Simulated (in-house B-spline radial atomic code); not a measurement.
## Ionising Te4+ with different functionals

Computed with a B-spline radial code for spherical atoms: scalar-relativistic (spin-free X2C) Hamiltonian, Fermi nucleus of rms radius 4.7423 fm, spin-polarised at highest spin, spherical fractional occupations for the functionals, and exact exchange of hybrids averaged over the configuration. The ionisation energy is the difference of two self-consistent energies, [Kr] 4d10 5s2 → [Kr] 4d10 5s1, without Breit or QED terms; ε is the level of the shell that loses the electron (its least bound occupied spin orbital). There is no spin-orbit coupling in this Hamiltonian.

```
   method                    rung  ΔSCF (eV)  -ε(5s) (eV)
     PBE0           global hybrid      58.34        54.27
    B3LYP           global hybrid      58.81        54.34
    TPSSh           global hybrid      58.20        53.43
BHandHLYP           global hybrid      58.20        55.42
  r2SCAN0           global hybrid          ?            ?
    B97-1           global hybrid      58.63        54.06
    HSE06  range-separated hybrid      58.38        53.95
    wB97X  range-separated hybrid          ?            ?
CAM-B3LYP  range-separated hybrid      58.76        56.01
  LC-wPBE  range-separated hybrid      58.28        57.21
```

(1) What does r2SCAN0 give?

(2) What does wB97X give?

(3) Among the functionals, which spreads more, the ΔSCF values or the orbital energies?

(4) How do they compare with the NIST value?

## Answers

(1) ΔSCF 57.99 eV, and -ε(5s) = 54.41 eV.

(2) ΔSCF 58.34 eV, and -ε(5s) = 56.93 eV.

(3) The orbital energies: ΔSCF values span about 0.82 eV and the orbital energies 3.78 eV; here energy differences depend much less on the functional than eigenvalues do.

(4) NIST lists 59.3 eV ± 0.9 (measured, ground level to ground level). Errors run from -1.31 to -0.49 eV; all lie within about twice that uncertainty, so the table can't rank the methods.
